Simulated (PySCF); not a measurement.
**Where the electron goes**

Species: C7H12.
Numbering: `[CH3:1][CH:2]1[CH2:3][C:4]2([CH2:5][CH2:6]2)[CH2:7]1` (hydrogens: H8, H9, H10 on C1; H11 on C2; H12, H13 on C3; H14, H15 on C5; H16, H17 on C6; H18, H19 on C7)

Structure used (GFN2-xTB), in Å, numbered top down from 1:
```
atom  x, y, z in Å
C1     2.4195    0.0575    0.5409
C2     1.2465   -0.4150   -0.2982
C3     0.2931    0.6959   -0.7884
C4    -0.8387    0.0264   -0.0269
C5    -2.2513   -0.1386   -0.4812
C6    -1.9380    0.7014    0.7251
C7     0.0873   -1.0620    0.4900
H8     2.0729    0.6899    1.3554
H9     2.9501   -0.7924    0.9659
H10    3.1176    0.6289   -0.0679
H11    1.6087   -1.0479   -1.1103
H12    0.5481    1.6915   -0.4264
H13    0.1548    0.7396   -1.8680
H14   -2.5608    0.3645   -1.3854
H15   -2.7318   -1.0937   -0.3275
H16   -2.2047    0.3159    1.6980
H17   -2.0357    1.7736    0.6390
H18   -0.1742   -2.0718    0.1760
H19    0.2266   -1.0542    1.5706
```

Method used: PySCF, TDDFT PBE0/def2-SVPD, vertical, gas phase, core orbitals frozen in the response.

Kohn–Sham orbitals with the atoms that hold most of them (Löwdin shares over 4%, at most four atoms; ? is withheld):

```
orbital  ε (eV)                           atoms
 HOMO-3   -9.21  C4 17%, C7 16%, C3 16%, C1 11%
 HOMO-2   -8.46  C7 22%, C3 22%, C2 16%, C4 11%
 HOMO-1   -7.66                               ?
   HOMO   -7.55                               ?
   LUMO       ?     C1 14%, C3 8%, C7 8%, C2 7%
 LUMO+1    1.21   C6 16%, H11 9%, C5 8%, H17 8%
 LUMO+2    1.36    C5 13%, H8 9%, C1 9%, H15 8%
```

**Question.** Which atoms hold the HOMO-1, and with what shares?

**Answer.** C5 (bonded to 2 C and 2 H) 26%; C6 (bonded to 2 C and 2 H) 17%; C4 (bonded to 4 C) 13%; C2 (bonded to 3 C and H) 10%.

**Question.** Give the leading atoms of the HOMO.

**Answer.** C4 (bonded to 4 C) 26%; C6 (bonded to 2 C and 2 H) 21%; C5 (bonded to 2 C and 2 H) 12%; C3 (bonded to 2 C and 2 H) 8%.

**Question.** What is the LUMO energy, and the HOMO–LUMO gap?

**Answer.** ε(LUMO) = 0.89 eV; the gap is 8.44 eV (0.3101 hartree).

**Question.** How does S1 compare with the orbital gap of 8.44 eV?

**Answer.** S1 is at 7.38 eV (f = 0.029), 1.06 eV below the gap, made of HOMO→LUMO (90%). 

**Question.** Give energy, strength and leading configuration of S1, S2, S3 and S4, and follow the Löwdin shares of the leading atoms from the occupied to the empty orbital.

**Answer.** 
- S1 (7.38 eV, f 0.029), HOMO→LUMO (90%): C4 26% → at most 7%, C6 21% → at most 7%, C1 at most 8% → 14%, C3 8% → 8%
- S2 (7.49 eV, f 0.010), HOMO-1→LUMO (91%): C5 26% → at most 7%, C6 17% → at most 7%, C1 at most 11% → 14%, C3 at most 11% → 8%
- S3 (7.64 eV, f 0.0024), HOMO→LUMO+1 (85%): C4 26% → at most 9%, C6 21% → 16%, H11 at most 8% → 9%
- S4 (7.77 eV, f 0.0024), HOMO-1→LUMO+1 (89%): C5 26% → 8%, C6 17% → 16%, H11 at most 11% → 9%

Hardware: Arm Neoverse N1, one thread (shared host). Cost: 70 s wall (with the writing of density and orbital grids), 0.97 GiB resident at most.

Without π bonds the low states may be Rydberg-like; a valence basis with one diffuse set may place them up to an eV too high.
